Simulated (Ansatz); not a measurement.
The cluster V3⁻. Total charge -1; triplet. Geometry PBE0-D4/def2-TZVPD; atoms count from 1.

```tsv
atom	x (Å)	y (Å)	z (Å)
V1	-1.459	-0.523	-0.585
V2	0.645	1.447	-0.255
V3	0.814	-0.924	0.840
```

The charge -1 triplet is spin-contaminated (final ⟨S²⟩ up to 6.74, 2.00 for a pure state). The highest occupied level of the charge -1 triplet lies above zero (up to 0.14 eV). It is a level of β spin, whose loss leaves a quartet; that state wasn't run at this geometry and level. The electron is either unbound and held by the finite basis, or the level is raised by self-interaction error. The geometry of the triplet was relaxed on an unsound state (⟨S²⟩ 6.72, where a pure state has 2.00). The structure comes from a short search, and lower isomers may exist.

(1) Estimate the Mulliken populations from the PBE0/def2-TZVPD orbitals of Ansatz.

(2) Where does the spin sit?

(3) And the Mayer bond orders between bonded heavy atoms (over 0.3)?

## Answers

(1) 
```json
{"atom": "V1", "charge (e)": "-0.34", "spin (α − β)": "3.33", "d electrons": "3.64"}
{"atom": "V2", "charge (e)": "-0.33", "spin (α − β)": "3.27", "d electrons": "3.64"}
{"atom": "V3", "charge (e)": "-0.33", "spin (α − β)": "-4.60", "d electrons": "3.88"}
```
Mulliken values and Mayer orders depend strongly on the basis. With diffuse functions, as here, like atoms can get unlike values, and bond orders can come out too low or too high.

(2) Summed by element: V 2.00, of 2 unpaired in all. Largest on single atoms: V3 -4.60, V1 3.33, V2 3.27.

(3) V1–V2 0.99 (2.90 Å); V1–V3 0.97 (2.71 Å); V2–V3 1.06 (2.62 Å).
